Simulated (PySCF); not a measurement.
Computed IR spectrum (relative IR intensity) of a molecule C2H9ClOSi2. Coordinates come from a PBE0-D3(BJ)/def2-SVP optimisation. Other conformers were not sampled. Calculation: PySCF with PBE0-D3(BJ)/def2-SVP. Frequencies are harmonic and unscaled.

ν (cm⁻¹): 281 (w), 288 (vw), 485 (w), 598 (w), 702 (w), 723 (w), 739 (w), 815 (m), 840 (m), 858 (m), 951 (m), 985 (vs), 1089 (vs), 1268 (w), 1271 (w), 1431 (vw), 2241 (s), 2257 (m) (against the strongest line: vs over 80 %, s over 45 %, m over 15 %, w over 4 %, vw less)

**Question.** Pick the molecule that these values belong to.
(A) [SiH3]COC[SiH2]Cl
(B) C[C@@H]([SiH3])O[SiH2]Cl
(C) C[Si](C)(Cl)O[SiH3]
(D) COC[SiH2][SiH2]Cl

**Answer.** C, C[Si](C)(Cl)O[SiH3]
